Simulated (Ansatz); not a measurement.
Compare A (`FC(F)=N[SiH3]`) with its isomer B (`FC1(F)N[SiH2]1`).

Gas-phase electronic energies from Ansatz, PBE0-D4/def2-TZVP geometries. CBS: MP2 limit from def2 TZ/QZ plus the TZ coupled-cluster correction, frozen cores. Functionals use def2-TZVPP. B3LYP here is the variant with VWN-RPA as its local correlation; programs differ in this.

A:

```xyz
8

F    -2.2600   -0.7583    1.3497
C    -1.0627   -0.3791    0.9710
F    -0.3358   -0.2389    2.0679
N    -0.7237   -0.2008   -0.1919
Si    0.7875    0.2921   -0.8837
H     1.2182   -0.7855   -1.8046
H     0.5339    1.5382   -1.6438
H     1.8425    0.5323    0.1354
```

B:

```xyz
8

F    -0.139   -0.963    1.729
C    -0.306    0.032    0.816
F    -1.028    0.986    1.455
N    -0.750   -0.349   -0.444
Si    0.822    0.285   -0.635
H    -1.534   -0.932   -0.690
H     0.975    1.573   -1.349
H     1.959   -0.633   -0.882
```

Question: Which is lower in electronic energy at CCSD(T)/CBS, and by how much? (Best estimate.)

Answer: Computed: A, by 23.9 kcal/mol.

Question: Give E(B) − E(A) in kcal/mol with BLYP-D4, CCSD(T)/def2-SVP, B3LYP-D4, B3LYP, CCSD/def2-TZVPP, CCSD(T)/def2-TZVPP, ωB97M-V. (Estimate.)

Answer: The calculation gave: BLYP-D4 26.5, CCSD(T)/def2-SVP 28.4, B3LYP-D4 26.2, B3LYP 26.5, CCSD/def2-TZVPP 26.3, CCSD(T)/def2-TZVPP 26.0, ωB97M-V 23.6. None reverses the order clearly.

Question: Does the order hold for the free energy at 298.15 K (harmonic terms from PBE0-D4)? (Best estimate.)

Answer: The calculation gave: Yes: G(B) − G(A) = +25.6 kcal/mol.

Largest T1 diagnostic: 0.013.

In def2-TZVPP, CCSD(T) changes the Hartree–Fock value by −7.4 kcal/mol (the triples alone add −0.3 kcal/mol) and MP2 by −7.8 kcal/mol. Leaving LDA and LC-ωPBE aside and taking each functional with its dispersion term where it has one, the values, not all of them listed here, spread over 5.1 kcal/mol, from PBE-D4 to BHLYP-D4. LDA lies −4.7 kcal/mol from PBE without D4.
